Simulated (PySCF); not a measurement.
**Atomic charges by several schemes**

C6H5O3S (charge -1).
SMILES with atom numbers: `[O:1]=[S:2](=[O:3])([O-:4])[c:5]1[cH:6][cH:7][cH:8][cH:9][cH:10]1` (hydrogens: H11 on C6; H12 on C7; H13 on C8; H14 on C9; H15 on C10)

Geometry (GFN2-xTB, Å), atoms numbered from 1 in this order:
```
atom  x, y, z in Å
O1     2.909   -0.221   -1.211
S2     2.419    0.087    0.130
O3     2.751    1.430    0.598
O4     2.672   -0.967    1.114
C5     0.612    0.063   -0.006
C6     0.009   -0.786   -0.908
C7    -1.373   -0.865   -0.961
C8    -2.140   -0.094   -0.101
C9    -1.527    0.753    0.810
C10   -0.144    0.827    0.857
H11    0.645   -1.364   -1.561
H12   -1.859   -1.526   -1.668
H13   -3.220   -0.155   -0.140
H14   -2.133    1.351    1.479
H15    0.374    1.476    1.546
```

Density: PBE0/pcSseg-1 (PySCF); schemes: Mulliken, IAO, Hirshfeld and ESP-fitted. Isolated species at its GFN2-xTB geometry, gas phase. The pcSseg-1 basis has no diffuse functions, a weakness for an anion.

Problem. For which atoms does the sign change between the 4 schemes (beyond +0.03 e in one, beyond −0.03 e in another)?

Solution. C6 and C10.

Problem. At which atom do the 4 schemes differ most?

Solution. At S2: from +0.434 (Hirshfeld) to +2.208 e (IAO), 1.774 e apart.

Problem. Do the Mulliken, IAO, Hirshfeld and ESP-fitted schemes agree on where the charge is highest?

Solution. All schemes agree: Mulliken S2 (+1.300); IAO S2 (+2.208); Hirshfeld S2 (+0.434); ESP-fitted S2 (+1.204).

Problem. What partial charge does each atom carry?

Solution. In e:

```json
{"atom": "O1", "environment": "oxygen bonded to S", "Mulliken": "-0.636", "IAO": "-0.971", "Hirshfeld": "-0.414", "ESP-fitted": "-0.669"}
{"atom": "S2", "environment": "sulfonyl sulfur", "Mulliken": "+1.300", "IAO": "+2.208", "Hirshfeld": "+0.434", "ESP-fitted": "+1.204"}
{"atom": "O3", "environment": "oxygen bonded to S", "Mulliken": "-0.636", "IAO": "-0.971", "Hirshfeld": "-0.414", "ESP-fitted": "-0.668"}
{"atom": "O4", "environment": "oxygen bonded to S", "Mulliken": "-0.637", "IAO": "-0.964", "Hirshfeld": "-0.429", "ESP-fitted": "-0.665"}
{"atom": "C5", "environment": "substituted aromatic carbon", "Mulliken": "-0.513", "IAO": "-0.224", "Hirshfeld": "-0.030", "ESP-fitted": "-0.157"}
{"atom": "C6", "environment": "aromatic CH carbon", "Mulliken": "+0.040", "IAO": "-0.146", "Hirshfeld": "-0.056", "ESP-fitted": "-0.022"}
{"atom": "C7", "environment": "aromatic CH carbon", "Mulliken": "-0.095", "IAO": "-0.168", "Hirshfeld": "-0.067", "ESP-fitted": "-0.233"}
{"atom": "C8", "environment": "aromatic CH carbon", "Mulliken": "-0.100", "IAO": "-0.176", "Hirshfeld": "-0.076", "ESP-fitted": "-0.117"}
{"atom": "C9", "environment": "aromatic CH carbon", "Mulliken": "-0.095", "IAO": "-0.168", "Hirshfeld": "-0.067", "ESP-fitted": "-0.221"}
{"atom": "C10", "environment": "aromatic CH carbon", "Mulliken": "+0.040", "IAO": "-0.146", "Hirshfeld": "-0.056", "ESP-fitted": "-0.035"}
{"atom": "H11", "environment": "aromatic hydrogen", "Mulliken": "+0.073", "IAO": "+0.165", "Hirshfeld": "+0.040", "ESP-fitted": "+0.111"}
{"atom": "H12", "environment": "aromatic hydrogen", "Mulliken": "+0.064", "IAO": "+0.133", "Hirshfeld": "+0.034", "ESP-fitted": "+0.127"}
{"atom": "H13", "environment": "aromatic hydrogen", "Mulliken": "+0.059", "IAO": "+0.130", "Hirshfeld": "+0.030", "ESP-fitted": "+0.106"}
{"atom": "H14", "environment": "aromatic hydrogen", "Mulliken": "+0.064", "IAO": "+0.133", "Hirshfeld": "+0.034", "ESP-fitted": "+0.124"}
{"atom": "H15", "environment": "aromatic hydrogen", "Mulliken": "+0.073", "IAO": "+0.165", "Hirshfeld": "+0.039", "ESP-fitted": "+0.115"}
```

Mean size of the charges over all atoms: IAO 0.458 e, ESP-fitted 0.305 e, Mulliken 0.295 e, Hirshfeld 0.148 e. Each set sums to the total charge, -1, to within 0.001 e. The Mulliken scheme counts on each atom the diagonal of the density matrix times the overlap matrix over that atom's basis functions. The ESP scheme is a least-squares fit of atom-centred charges to the potential on four shells outside the van der Waals surface, with the total charge fixed.

Problem. How many electrons does the Mulliken scheme count on O4?

Solution. Z − q = 8 − (-0.637) = 8.637.

Problem. How closely do the schemes follow one another over all atoms?

Solution. Correlation coefficient and root-mean-square difference: IAO with ESP-fitted 0.99, 0.298 e; Mulliken with IAO 0.97, 0.301 e; Mulliken with ESP-fitted 0.97, 0.114 e; Hirshfeld with ESP-fitted 0.97, 0.242 e; IAO with Hirshfeld 0.95, 0.529 e; Mulliken with Hirshfeld 0.92, 0.277 e.

The run behind these numbers computed NMR shieldings as well. Hardware: an x86-64 server with one thread, on a shared host. Cost: 49 s wall.
